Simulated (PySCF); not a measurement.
Structure from 2D NMR

Compound of formula C4H6F4Si. Correlations simulated from computed shifts and the bond graph:

HSQC (one-bond C–H):
| δH | δC |
| --- | --- |
| 5.57 | 71.3 |
| 1.11 | -0.9 |
| 1.11 | -0.9 |

COSY cross peaks (H two or three bonds apart, from the bond graph; peaks can be absent where the dihedral angle is near 90°):
| δH | δH |
| --- | --- |
| 1.11 | 1.11 |

HMBC (two and three bonds, from the bond graph):
| δH | δC |
| --- | --- |
| 5.57 | 139.3, -0.9 |
| 1.11 | 139.3, 71.3, -0.9 |
| 1.11 | 139.3, 71.3, -0.9 |

Carbons without hydrogens: δ 139.3.

PySCF 2.14 calculation with coordinates at the GFN2-xTB level and NMR shieldings at PBE0/pcSseg-1/GIAO; one averaged value for each set of equivalent atoms, single conformer, no solvent model, relativity neglected.

References, each an isolated molecule treated in the same way: 1H and 13C vs TMS.

Exchangeable hydrogens are left out of these lists.

Q: Work out the connectivity.

A: SMILES FC[Si]1(C(F)(F)F)CC1.

Numbering as in the mapped SMILES `[F:1][CH2:2][Si:3]1([C:4]([F:5])([F:6])[F:7])[CH2:8][CH2:9]1` (H(Xn): hydrogen on atom n).

- δC 139.3 is C4, a CF3 carbon.
- δC 71.3 is C2, an sp3 CH2 bonded to F and Si (δH 5.57).
- δC -0.9 is C8/C9, a three-membered-ring carbon (δH 1.11).
- HMBC from δH 5.57 reaches the proton-free carbon C4.
- HMBC from δH 1.11 reaches the proton-free carbon C4.
- HMBC from δH 1.11 reaches the proton-free carbon C4.
- COSY links 1.11–1.11.

This is the structure that produced the data.

Shifts are as computed. Against solution values, carbons near 30 ppm lie about +3 ppm off and those near 130 ppm about +5 ppm. Of 1211 compounds with measured shifts, 218 miss one by over three times the rms of a fit or turn the order of signals round; such compounds aren't used in these exercises.
